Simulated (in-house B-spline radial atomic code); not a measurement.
Successive ionisation energies of calcium; each step leads to the configuration of the next row (after the last: [He] 2s2 2p5). NIST's values go from ground level to ground level; the uncertainty of those that are theory runs from under 0.1 % in few-electron ions to several per cent in heavy many-electron ones. Computed with an all-electron radial atomic-structure program (B-spline basis): non-relativistic Hartree-Fock, average of the configuration, point nuclei.

```json
{"ion": "Ca", "configuration": "[Ar] 4s2", "ionisation energy (eV)": "5.1", "tabulated value (eV)": "6.113156", "tabulated kind": "measured", "computed minus tabulated (eV)": "-1.0", "highest orbital": "4s", "largest mean radius (bohr)": "4.2185"}
{"ion": "Ca+", "configuration": "[Ar] 4s1", "ionisation energy (eV)": "11.3", "tabulated value (eV)": "11.87172", "tabulated kind": "measured", "computed minus tabulated (eV)": "-0.6", "highest orbital": "4s", "largest mean radius (bohr)": "3.7285"}
{"ion": "Ca2+", "configuration": "[Ne] 3s2 3p6", "ionisation energy (eV)": "49.9", "tabulated value (eV)": "50.91316", "tabulated kind": "measured", "computed minus tabulated (eV)": "-1.0", "highest orbital": "3p", "largest mean radius (bohr)": "1.2643"}
{"ion": "Ca3+", "configuration": "[Ne] 3s2 3p5", "ionisation energy (eV)": "?", "tabulated value (eV)": "?", "tabulated kind": "semi-empirical", "computed minus tabulated (eV)": "?", "highest orbital": "?", "largest mean radius (bohr)": "?"}
{"ion": "Ca4+", "configuration": "[Ne] 3s2 3p4", "ionisation energy (eV)": "85.3", "tabulated value (eV)": "84.34", "tabulated kind": "semi-empirical", "computed minus tabulated (eV)": "1.0", "highest orbital": "3p", "largest mean radius (bohr)": "1.1679"}
{"ion": "Ca5+", "configuration": "[Ne] 3s2 3p3", "ionisation energy (eV)": "104.6", "tabulated value (eV)": "108.78", "tabulated kind": "semi-empirical", "computed minus tabulated (eV)": "-4.2", "highest orbital": "3p", "largest mean radius (bohr)": "1.1277"}
{"ion": "Ca6+", "configuration": "[Ne] 3s2 3p2", "ionisation energy (eV)": "124.9", "tabulated value (eV)": "127.21", "tabulated kind": "semi-empirical", "computed minus tabulated (eV)": "-2.3", "highest orbital": "3p", "largest mean radius (bohr)": "1.0911"}
{"ion": "Ca7+", "configuration": "[Ne] 3s2 3p1", "ionisation energy (eV)": "?", "tabulated value (eV)": "?", "tabulated kind": "measured", "computed minus tabulated (eV)": "?", "highest orbital": "?", "largest mean radius (bohr)": "?"}
{"ion": "Ca8+", "configuration": "[Ne] 3s2", "ionisation energy (eV)": "?", "tabulated value (eV)": "?", "tabulated kind": "semi-empirical", "computed minus tabulated (eV)": "?", "highest orbital": "?", "largest mean radius (bohr)": "?"}
{"ion": "Ca9+", "configuration": "[Ne] 3s1", "ionisation energy (eV)": "209.8", "tabulated value (eV)": "211.275", "tabulated kind": "semi-empirical", "computed minus tabulated (eV)": "-1.4", "highest orbital": "3s", "largest mean radius (bohr)": "0.9874"}
{"ion": "Ca10+", "configuration": "[He] 2s2 2p6", "ionisation energy (eV)": "590.5", "tabulated value (eV)": "591.6", "tabulated kind": "semi-empirical", "computed minus tabulated (eV)": "-1.1", "highest orbital": "2p", "largest mean radius (bohr)": "0.35948"}
```

(1) Fill in the row of Ca3+.

(2) Fill in the row of Ca7+.

(3) Fill in the row of Ca8+.

(4) Where is the largest jump?

(5) How far is this level of theory from the measured and semi-empirical values?

Results:

(1) ionisation energy (eV): 67.0; tabulated value (eV): 67.2732; computed minus tabulated (eV): -0.2; highest orbital: 3p; largest mean radius (bohr): 1.2128.

(2) ionisation energy (eV): 146.3; tabulated value (eV): 147.24; computed minus tabulated (eV): -1.0; highest orbital: 3p; largest mean radius (bohr): 1.0576.

(3) ionisation energy (eV): 185.5; tabulated value (eV): 188.54; computed minus tabulated (eV): -3.1; highest orbital: 3s; largest mean radius (bohr): 1.0113.

(4) From Ca+ to Ca2+, by a factor of 4.41 (11.311 to 49.914 eV); the highest orbital goes from 4s to 3p.

(5) Over those 11 rows the differences run from -4.17 to +0.953 eV (mean absolute value 1.5 eV). The calculation leaves out relativity, correlation and, in open shells, the multiplet splittings that an average leaves out.
